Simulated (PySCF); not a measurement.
Ge(Cl)(OH) (ClGeHO), SMILES [Cl][Ge][OH] (connectivity only; charge and spin as stated), neutral, multiplicity 1. The structure is a stationary point at ωB97X-D3(BJ)/def2-TZVP. The values are those of a single conformer.

PySCF 2.14.0 with TDA-ωB97X/def2-SVPD puts the lowest singlet excitations at 4.57, 5.85, 6.17, 6.99, 7.25, 7.39 eV.

### Question
What are the lowest excitation roots from ADC(2)/aug-cc-pVDZ in PySCF? (The exact figures need the calculation; the answer reports its results.)

### Answer
4.30, 5.67, 5.82, 6.27, 6.59, 6.99 eV. S1 differs by -0.27 eV (second minus first; roots are paired by order, and the bases may differ).
